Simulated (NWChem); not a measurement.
All runs are NWChem calculations. System: C$_{3}$H$_{8}$B, charge 0, spin multiplicity 2, displaced from the optimised geometry. The structure started from a generated list of species. Its SCF solution wasn't tested for a lower state. Level: UB3LYP/def2-SVP, VWN1-RPA local correlation.

Job file:

```
start mol
memory heap 200 mb stack 900 mb global 1100 mb
geometry units angstroms nocenter noautoz noautosym
  C     -0.270056     1.552367     0.470629
  B     -0.006914     0.062869     0.015885
  C      1.483325    -0.551253     0.063487
  C     -1.236943    -0.850453    -0.489812
  H     -1.279762     2.035061     0.433082
  H      0.536335     2.224237     0.860517
  H      1.495606    -1.629706     0.387255
  H      2.216726     0.026016     0.689203
  H      1.884231    -0.556138    -0.994364
  H     -2.098485    -0.271173    -0.921736
  H     -0.933772    -1.654286    -1.215749
  H     -1.644265    -1.392322     0.416547
end
basis spherical
  * library def2-svp
end
dft
  xc b3lyp
  odft
  mult 2
  semidirect memsize 60000000 filesize 0
  iterations 100
end
task dft gradient
```

NWChem printed:

```
             Northwest Computational Chemistry Package (NWChem) 7.3.0
             --------------------------------------------------------

                                NWChem Input Module
                                -------------------

 Scaling coordinates for geometry "geometry" by  1.889725989
 (inverse scale =  0.529177249)

                             Geometry "geometry" -> ""
                             -------------------------

 Output coordinates in angstroms (scale by  1.889725989 to convert to a.u.)

  No.       Tag          Charge          X              Y              Z
 ---- ---------------- ---------- -------------- -------------- --------------
    1 C                    6.0000    -0.27005600     1.55236700     0.47062900
    2 B                    5.0000    -0.00691400     0.06286900     0.01588500
    3 C                    6.0000     1.48332500    -0.55125300     0.06348700
    4 C                    6.0000    -1.23694300    -0.85045300    -0.48981200
    5 H                    1.0000    -1.27976200     2.03506100     0.43308200
    6 H                    1.0000     0.53633500     2.22423700     0.86051700
    7 H                    1.0000     1.49560600    -1.62970600     0.38725500
    8 H                    1.0000     2.21672600     0.02601600     0.68920300
    9 H                    1.0000     1.88423100    -0.55613800    -0.99436400
   10 H                    1.0000    -2.09848500    -0.27117300    -0.92173600
   11 H                    1.0000    -0.93377200    -1.65428600    -1.21574900
   12 H                    1.0000    -1.64426500    -1.39232200     0.41654700

 Effective nuclear repulsion energy (a.u.)     102.5058762267

            Nuclear Dipole moment (a.u.)
            ----------------------------
        X                 Y               Z
 ---------------- ---------------- ----------------
     0.0000000000     0.0000000000     0.0000075589


 Summary of "ao basis" -> "" (spherical)
 ------------------------------------------------------------------------------
       Tag                 Description            Shells   Functions and Types
[...]
          Convergence on gradient requested:  5.00D-04

              XC Information
              --------------
                         B3LYP Method XC Potential
                     Hartree-Fock (Exact) Exchange  0.200
                        Slater Exchange Functional  0.800 local
                    Becke 1988 Exchange Functional  0.720 non-local
              Lee-Yang-Parr Correlation Functional  0.810
                  VWN I RPA Correlation Functional  0.190 local

             Grid Information
             ----------------
          Grid used for XC integration:  medium
          Radial quadrature: Mura-Knowles
          Angular quadrature: Lebedev.
          Tag              B.-S. Rad. Rad. Pts. Rad. Cut. Ang. Pts.
          ---              ---------- --------- --------- ---------
          C                   0.70       49          10.0       434
          B                   0.85       49           8.0       434
          H                   0.35       45          12.0       434
          Grid pruning is: on
          Number of quadrature shells:   556
          Spatial weights used:  Erf1

          Convergence Information
          -----------------------
          Convergence aids based upon iterative change in
          total energy or number of iterations.
          Levelshifting, if invoked, occurs when the
          HOMO/LUMO gap drops below (HL_TOL):  1.00D-02
          DIIS, if invoked, will attempt to extrapolate
          using up to (NFOCK): 10 stored Fock matrices.

                    Damping( 0%)  Levelshifting(0.5)       DIIS
                  --------------- ------------------- ---------------
          dE  on:    start            ASAP                start
          dE off:    2 iters        100 iters           100 iters

      Screening Tolerance Information
      -------------------------------
          Density screening/tol_rho:  1.00D-10
          AO Gaussian exp screening on grid/accAOfunc:  14
          CD Gaussian exp screening on grid/accCDfunc:  20
          XC Gaussian exp screening on grid/accXCfunc:  20
          Schwarz screening/accCoul:  1.00D-08

                            NWChem DFT Gradient Module
                            --------------------------

  charge          =   0.00
  wavefunction    = open shell

                         DFT ENERGY GRADIENTS

    atom               coordinates                        gradient
                 x          y          z           x          y          z
   1 C      -0.510332   2.933548   0.889360   -0.000256   0.001254   0.000447
   2 B      -0.013066   0.118805   0.030018    0.000282  -0.001325  -0.000479
   3 C       2.803078  -1.041717   0.119973    0.000034   0.000470   0.001773
   4 C      -2.337483  -1.607123  -0.925610    0.000294   0.000686  -0.001702
   5 H      -2.418400   3.845708   0.818406   -0.012424   0.006081  -0.000398
   6 H       1.013526   4.203198   1.626141    0.009876   0.008412   0.004817
   7 H       2.826286  -3.079698   0.731806    0.000340  -0.012881   0.003652
   8 H       4.189005   0.049163   1.302405    0.008981   0.006808   0.007401
   9 H       3.560680  -1.050948  -1.879075    0.004605  -0.000224  -0.012250
  10 H      -3.965562  -0.512443  -1.741828   -0.010435   0.006758  -0.005135
  11 H      -1.764573  -3.126147  -2.297432    0.003413  -0.009793  -0.008574
  12 H      -3.107210  -2.631107   0.787160   -0.004709  -0.006246   0.010447

                 ----------------------------------------
                 |  Time  |  1-e(secs)   |  2-e(secs)   |
                 ----------------------------------------
                 |  CPU   |       0.02   |       2.21   |
                 ----------------------------------------
                 |  WALL  |       0.02   |       2.21   |
                 ----------------------------------------

 Task  times  cpu:       12.6s     wall:       12.6s

 Total times  cpu:       12.7s     wall:       12.7s
```
